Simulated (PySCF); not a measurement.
Compound: CH10ClPSi3.
Cartesian coordinates in Å at the PBE0-D3(BJ)/def2-SVP level; atoms count from 1:
```
atom  x, y, z in Å
Si1    1.6809    1.0688    1.0807
Si2    0.0379    0.0897   -0.2755
Si3   -1.7736   -0.6924    0.9865
P4    -0.5885    1.6016   -1.8594
C5     0.8363   -1.3786   -1.1874
Cl6    1.4354   -2.5413    0.0384
H7     1.9088    0.2502    2.3084
H8     1.2329    2.4365    1.4901
H9     2.9616    1.1921    0.3180
H10   -2.6666   -1.5102    0.1060
H11   -1.3399   -1.5191    2.1525
H12   -2.5494    0.4848    1.4881
H13   -1.1440    2.5005   -0.8975
H14   -1.8447    0.9757   -2.1352
H15    0.1212   -1.9087   -1.8334
H16    1.6895   -1.0587   -1.8033
```

The closed-shell ground state was solved at several levels (PySCF, density fitting, gas phase, non-relativistic).

| level | basis functions | HOMO (eV) | LUMO (eV) | gap (eV) | dipole (D) |
| --- | --- | --- | --- | --- | --- |
| PBE0/pcSseg-1 | 187 | -7.50 | -0.60 | 6.90 | 1.29 |
| B3LYP/def2-SVPD | 223 | -7.23 | -0.71 | 6.52 | 1.24 |

(1) What might B97-2/pcSseg-1 (187 basis functions) give for the same quantities?

(2) Over all these levels, which gives the widest orbital gap and which the narrowest?

(3) How far do the dipole and the HOMO energy spread over the levels?

Results:

(1) HOMO -7.28 eV, LUMO -0.60 eV, gap 6.68 eV, dipole 1.29 D.

(2) PBE0/pcSseg-1 (global hybrid, 25 % exact exchange) has the widest, 6.90 eV, and B3LYP/def2-SVPD (global hybrid, 20 % exact exchange) the narrowest, 6.52 eV. Functional and basis both differ between the two, so the spread mixes both effects.

(3) The dipole runs from 1.24 to 1.29 D (mean 1.27 D) and the HOMO from -7.50 to -7.23 eV.

One conformer stands for the species.
